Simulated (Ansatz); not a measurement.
System: dibromo(difluoro)germane, sum formula GeBr₂F₂, charge 0, multiplicity 1. SMILES: [Br][Ge]([F])([Br])[F]
Geometry: optimised at B3LYP-D3(BJ)/def2-TZVP (Ansatz, a program for electronic structure).

Quantity: vertical triplet-singlet gap (E(triplet) - E(singlet); each state is the SCF solution reached for its spin), in kJ/mol. Cores are frozen in the correlated levels unless marked. UHF or UKS for open shells. Spin-orbit coupling is left out. Frozen are the shells of the preceding noble gas and the d and f shells that filled before the atom's block. No relativistic terms. CBS marks a two-point X^-3 extrapolation of the correlation energy; Hartree-Fock from the larger set. The bracket is a focal-point correction in the basis named. The program attaches cautions to a run behind CCSD/aug-cc-pVDZ: other roots.

| level | program | vertical triplet-singlet gap (kJ/mol) |
|---|---|---|
| SVWN5/def2-TZVPD | Ansatz | ___ |
| PBE/def2-TZVPD | Ansatz | 438.2 |
| r2SCAN/def2-TZVPD | Ansatz | 468.0 |
| B3LYP/def2-TZVPD | Ansatz | ___ |
| PBE0/def2-TZVPD | Ansatz | 482.2 |
| BHLYP/def2-TZVPD | Ansatz | 513.6 |
| CAM-B3LYP/def2-TZVPD | Ansatz | ___ |
| wB97M-V/def2-TZVPD | Ansatz | 521.9 |
| wB97X-V/def2-TZVPD | Ansatz | 535.3 |
| B2PLYP/def2-TZVPD | Ansatz | ___ |
| SCS-MP2/aug-cc-pVTZ | Ansatz | 580.0 |
| CCSD/aug-cc-pVDZ | Ansatz | 545.9 |
| CCSD/aug-cc-pVTZ | Ansatz | 557.2 |
| RI-MP2/CBS(aug-cc-pVTZ,aug-cc-pVQZ)+[CCSD(T)-MP2]/aug-cc-pVTZ | Ansatz | 559.7 |

Task: Some entries are withheld; supply them.

Result: 
- SVWN5/def2-TZVPD, vertical triplet-singlet gap (kJ/mol): 433.9
- B3LYP/def2-TZVPD, vertical triplet-singlet gap (kJ/mol): 465.8
- CAM-B3LYP/def2-TZVPD, vertical triplet-singlet gap (kJ/mol): 498.9
- B2PLYP/def2-TZVPD, vertical triplet-singlet gap (kJ/mol): 504.9
